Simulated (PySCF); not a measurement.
**Electron correlation in Mo (molybdenum, neutral)**

[Kr] 4d4 5s2, high-spin 5D determinant (an excited configuration). Computed with PySCF 2.14 in aug-cc-pVTZ-PP with ECP28MDF (6s6p5d3f2g, 88 functions), with scalar relativity through the core potential. Frozen: 4s2 4p6; 6 electrons correlated.

| level | correlation energy (mhartree) |
| --- | --- |
| CCSD | -107.97 |
| (T) | -6.02 |
| CCSD(T) | -113.99 |

Diagnostics: T1 = 0.033, D1 = 0.1074, largest double amplitude 0.064.

T1 exceeds 0.03, a sign that the reference determinant is poor.

Cost of the coupled-cluster step: about 26 core-seconds, for 6 correlated electrons.

Iterations:

```
CC2 = 0
CCSD nocc = (np.int64(5), np.int64(1)), nmo = (84, 84)
frozen orbitals [[0, 1, 2, 3], [0, 1, 2, 3]]
max_cycle = 100
direct = 0
conv_tol = 1e-08
conv_tol_normt = 1e-06
diis_space = 8
diis_start_cycle = 0
Init t2, MP2 energy = -0.0949784611493378
Init E_corr(UCCSD) = -0.0949784611713819
cycle = 1  E_corr(UCCSD) = -0.102070952312299  dE = -0.00709249114  norm(t1,t2) = 0.0729961
cycle = 2  E_corr(UCCSD) = -0.105096951672576  dE = -0.00302599936  norm(t1,t2) = 0.0327637
cycle = 3  E_corr(UCCSD) = -0.107441336998786  dE = -0.00234438533  norm(t1,t2) = 0.0189068
cycle = 4  E_corr(UCCSD) = -0.107635195006573  dE = -0.000193858008  norm(t1,t2) = 0.00775474
cycle = 5  E_corr(UCCSD) = -0.107847227368285  dE = -0.000212032362  norm(t1,t2) = 0.00548261
cycle = 6  E_corr(UCCSD) = -0.107964682005077  dE = -0.000117454637  norm(t1,t2) = 0.00259938
cycle = 7  E_corr(UCCSD) = -0.107949733860415  dE = 1.49481447e-05  norm(t1,t2) = 0.00127266
cycle = 8  E_corr(UCCSD) = -0.107981870191319  dE = -3.21363309e-05  norm(t1,t2) = 0.000756493
cycle = 9  E_corr(UCCSD) = -0.107965480540649  dE = 1.63896507e-05  norm(t1,t2) = 0.000414481
cycle = 10  E_corr(UCCSD) = -0.10796745983235  dE = -1.9792917e-06  norm(t1,t2) = 0.000234387
cycle = 11  E_corr(UCCSD) = -0.107967094383835  dE = 3.65448515e-07  norm(t1,t2) = 0.000133155
cycle = 12  E_corr(UCCSD) = -0.107967252614429  dE = -1.58230595e-07  norm(t1,t2) = 7.28351e-05
cycle = 13  E_corr(UCCSD) = -0.107966280298102  dE = 9.72316328e-07  norm(t1,t2) = 4.13055e-05
cycle = 14  E_corr(UCCSD) = -0.107966475607928  dE = -1.95309826e-07  norm(t1,t2) = 2.17543e-05
cycle = 15  E_corr(UCCSD) = -0.107966593965376  dE = -1.18357448e-07  norm(t1,t2) = 1.12125e-05
cycle = 16  E_corr(UCCSD) = -0.107966449923982  dE = 1.44041395e-07  norm(t1,t2) = 7.50231e-06
cycle = 17  E_corr(UCCSD) = -0.10796638319605  dE = 6.67279318e-08  norm(t1,t2) = 3.35199e-06
cycle = 18  E_corr(UCCSD) = -0.107966387299438  dE = -4.10338866e-09  norm(t1,t2) = 1.31593e-06
cycle = 19  E_corr(UCCSD) = -0.107966395788008  dE = -8.48856996e-09  norm(t1,t2) = 5.41642e-07
UCCSD converged
E(UCCSD) = -67.37211532944174  E_corr = -0.1079663957880084
UCCSD(T) correction = -0.00601777469427181
```
